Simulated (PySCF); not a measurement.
Orbital levels and atomic charges

System: (7,0) AlN nanotube piece (Al28H14N28).

Cartesian coordinates (Å):
```
  1 N     3.266    1.573   -1.527
  2 Al    3.126    1.505   -3.334
  3 N     2.283    2.861   -4.169
  4 N     0.805    3.527   -1.530
  5 Al    0.772    3.380   -3.336
  6 N    -0.814    3.570   -4.169
  7 N    -2.256    2.829   -1.529
  8 Al   -2.160    2.710   -3.335
  9 N    -3.295    1.586   -4.170
 10 N    -3.619   -0.001   -1.528
 11 Al   -3.466   -0.001   -3.334
 12 N    -3.300   -1.590   -4.170
 13 N    -2.257   -2.829   -1.528
 14 Al   -2.163   -2.712   -3.335
 15 N    -0.815   -3.569   -4.169
 16 N     0.804   -3.531   -1.527
 17 Al    0.771   -3.380   -3.334
 18 N     2.281   -2.861   -4.169
 19 N     3.255   -1.566   -1.530
 20 Al    3.121   -1.502   -3.337
 21 N     3.662    0.001   -4.170
 22 Al    3.435    0.002   -0.648
 23 N     3.351    1.613    3.807
 24 Al    3.136    1.505    1.989
 25 N     2.272    2.846    1.143
 26 Al    2.138    2.680   -0.652
 27 N     0.828    3.624    3.805
 28 Al    0.770    3.385    1.988
 29 N    -0.815    3.567    1.143
 30 Al   -0.763    3.345   -0.650
 31 N    -2.317    2.907    3.807
 32 Al   -2.165    2.717    1.989
 33 N    -3.287    1.581    1.144
 34 Al   -3.089    1.487   -0.650
 35 N    -3.710   -0.001    3.808
 36 Al   -3.474   -0.003    1.990
 37 N    -3.299   -1.588    1.143
 38 Al   -3.094   -1.490   -0.650
 39 N    -2.322   -2.911    3.804
 40 Al   -2.170   -2.717    1.987
 41 N    -0.815   -3.558    1.143
 42 Al   -0.764   -3.344   -0.650
 43 N     0.825   -3.627    3.804
 44 Al    0.770   -3.381    1.988
 45 N     2.274   -2.848    1.143
 46 Al    2.134   -2.677   -0.650
 47 N     3.344   -1.608    3.808
 48 Al    3.132   -1.504    1.989
 49 N     3.668   -0.001    1.144
 50 Al    4.185    0.001    3.971
 51 Al    2.610    3.272    3.962
 52 Al   -0.930    4.080    3.966
 53 Al   -3.766    1.813    3.967
 54 Al   -3.769   -1.815    3.971
 55 Al   -0.934   -4.082    3.962
 56 Al    2.605   -3.267    3.966
 57 H     2.353    2.948   -5.178
 58 H    -0.840    3.684   -5.177
 59 H    -3.397    1.636   -5.179
 60 H    -3.401   -1.639   -5.179
 61 H    -0.842   -3.682   -5.178
 62 H     2.354   -2.951   -5.178
 63 H     3.777    0.001   -5.179
 64 H     5.728   -0.004    3.967
 65 H     3.572    4.481    3.948
 66 H    -1.273    5.586    3.959
 67 H    -5.157    2.481    3.957
 68 H    -5.163   -2.482    3.968
 69 H    -1.275   -5.588    3.945
 70 H     3.570   -4.473    3.955
```

Method: PBE/def2-SVP, gas phase, PySCF, fitting set def2-universal-JFIT, grid level 1.

**Question.** Give the orbital energies near the gap.

**Answer.** 
```csv
orbital,eV
HOMO-4,-5.79
HOMO-3,-5.59
HOMO-2,-5.59
HOMO-1,-5.52
HOMO,-5.51
LUMO,-3.11
LUMO+1,-2.13
LUMO+2,-2.13
LUMO+3,-2.08
```

**Question.** Give the partial charges of the non-hydrogen atoms.

**Answer.** 
```csv
atom,Mulliken,IAO,Hirshfeld
N1,-0.68,-0.99,-0.44
Al2,0.62,1.01,0.46
N3,-0.51,-0.91,-0.40
N4,-0.68,-1.00,-0.44
Al5,0.62,1.01,0.46
N6,-0.51,-0.91,-0.40
N7,-0.68,-0.99,-0.44
Al8,0.62,1.01,0.46
N9,-0.51,-0.91,-0.40
N10,-0.68,-1.00,-0.44
Al11,0.63,1.01,0.46
N12,-0.51,-0.91,-0.40
N13,-0.68,-1.00,-0.44
Al14,0.62,1.01,0.46
N15,-0.51,-0.91,-0.40
N16,-0.68,-0.99,-0.44
Al17,0.63,1.01,0.46
N18,-0.51,-0.91,-0.40
N19,-0.68,-1.00,-0.44
Al20,0.62,1.01,0.46
N21,-0.51,-0.91,-0.40
Al22,0.67,0.98,0.45
N23,-0.60,-1.00,-0.44
Al24,0.70,0.96,0.43
N25,-0.70,-0.98,-0.43
Al26,0.66,0.98,0.45
N27,-0.60,-1.00,-0.44
Al28,0.70,0.96,0.43
N29,-0.70,-0.98,-0.43
Al30,0.67,0.98,0.45
N31,-0.60,-1.00,-0.44
Al32,0.70,0.96,0.43
N33,-0.70,-0.98,-0.43
Al34,0.66,0.98,0.45
N35,-0.60,-1.00,-0.44
Al36,0.70,0.96,0.43
N37,-0.70,-0.98,-0.43
Al38,0.66,0.98,0.45
N39,-0.60,-1.00,-0.44
Al40,0.70,0.96,0.43
N41,-0.70,-0.98,-0.43
Al42,0.67,0.98,0.45
N43,-0.60,-1.00,-0.44
Al44,0.70,0.96,0.43
N45,-0.70,-0.98,-0.43
Al46,0.66,0.98,0.45
N47,-0.60,-1.00,-0.44
Al48,0.70,0.96,0.43
N49,-0.70,-0.98,-0.43
Al50,0.50,0.89,0.42
Al51,0.50,0.89,0.42
Al52,0.50,0.89,0.42
Al53,0.50,0.89,0.42
Al54,0.50,0.89,0.42
Al55,0.50,0.89,0.42
Al56,0.50,0.89,0.42
```
